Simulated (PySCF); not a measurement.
Name the molecule from its bond curve

A diatomic of charge +1 contains Na. Its doublet curve at PBE0 in a double-zeta basis (spin-free X2C with a Gaussian nucleus, PySCF), in eV from the separated fragments:

(R (Å), E (eV)): (2.964, -0.849), (3.101, -0.909), (3.239, -0.943), (3.343, -0.955), (3.446, -0.959), (3.549, -0.955), (3.687, -0.942), (3.860, -0.916), (4.066, -0.874), (4.342, -0.810)

The fit gives ωe = 102 cm⁻¹ and the rotational constant Bₑ = 0.08253 cm⁻¹.

Q: Which atom is the partner?

A: The minimum lies at 3.442 Å, so the reduced mass is 16.8576 u Å² cm⁻¹/(Bₑ·Re²) = 17.24 u. With Na at 22.99 u the partner weighs about 68.9 u: Ga. The molecule is NaGa⁺.

Spin–orbit coupling is left out. The state is the lowest determinant that a PBE0 search found; another state may lie lower at other levels.
